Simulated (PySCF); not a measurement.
H2Sb, SMILES [SbH2+] (connectivity only; charge and spin as stated), charge +1, multiplicity 1.

The structure is a stationary point at B3LYP-D3(BJ)/def2-TZVPD. The def2 effective core potentials stand for the cores of Sb; spin–orbit coupling is left out.

Level of theory: ωB97X/def2-TZVPD (PySCF).

Symmetry labels are those of the subgroup C2v that the program uses (full group C2v).

Problem. List the valence orbital energies around the gap with their symmetry. (An estimate is asked for; the answer gives what the named calculation found.)

Solution. 
| orbital | symmetry | energy (eV) |
|---|---|---|
| HOMO−7 | A1 | -47.05 |
| HOMO−6 | A2 | -46.92 |
| HOMO−5 | B1 | -46.82 |
| HOMO−4 | B2 | -46.48 |
| HOMO−3 | A1 | -46.40 |
| HOMO−2 | A1 | -25.91 |
| HOMO−1 | B2 | -18.80 |
| HOMO | A1 | -17.28 |
| LUMO | B1 | -8.91 |
| LUMO+1 | B2 | -4.40 |
| LUMO+2 | A1 | -3.51 |
| LUMO+3 | A1 | -1.98 |
